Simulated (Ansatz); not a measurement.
Zn4Br8, relaxed as a singlet with RKS PBE-D4/def2-SVP in Ansatz, starting from the GFN1-xTB geometry. Force threshold 0.03 eV/Å.

The structure comes from a short search, and lower isomers may exist.

Start:

```xyz
12

Zn   -1.5952   -0.2895   -3.0545
Zn    2.3207   -1.9726   -1.8640
Zn   -0.6761    1.7900    3.9469
Zn    0.0173    0.4720    0.9960
Br    0.4452   -1.5879   -3.3743
Br    0.7076    2.5895    2.0573
Br   -1.2013   -0.4118    2.9659
Br   -3.2893   -0.1041   -4.5514
Br   -1.5122    0.7939   -0.8786
Br    4.1745   -3.1601   -2.4109
Br    1.8950   -0.9065    0.2811
Br   -1.2863    2.7872    5.8865
```

Task: Estimate the energy that the relaxation releases and the steps that it takes.

Result: 1.07 eV, in 45 steps; 2.4 min on 2 threads of AMD EPYC 7R13 on a shared host and a share (18 GiB) of an NVIDIA H100 80GB HBM3. The force fell under the threshold at step 44, but the optimiser went on. No frequencies were taken in this run, so the end may be a saddle point.

Task: Does the start keep its bonding and symmetry?

Result: Bonds formed: Zn1–Br7, Zn2–Br9, Zn3–Br8 (atoms count from 1).

Task: Predict the relaxed structure.

Result: 
Cartesian coordinates in Å:
```
Zn -1.1802 -0.4363 -0.8578
Zn 1.8892 -1.4323 -1.8689
Zn -1.8881 1.4325 1.8650
Zn 1.1781 0.4331 0.8614
Br -0.4521 -2.4445 -1.9272
Br 0.4534 2.4435 1.9282
Br -0.8131 -1.0010 1.6196
Br -2.8574 1.2236 -0.4848
Br 0.8119 0.9966 -1.6175
Br 3.3150 -1.9227 -3.5723
Br 2.8530 -1.2273 0.4845
Br -3.3096 1.9348 3.5695
```
Bond lengths (bridged metal pairs left out): 16 × Br–Zn 2.27 to 2.67 Å.
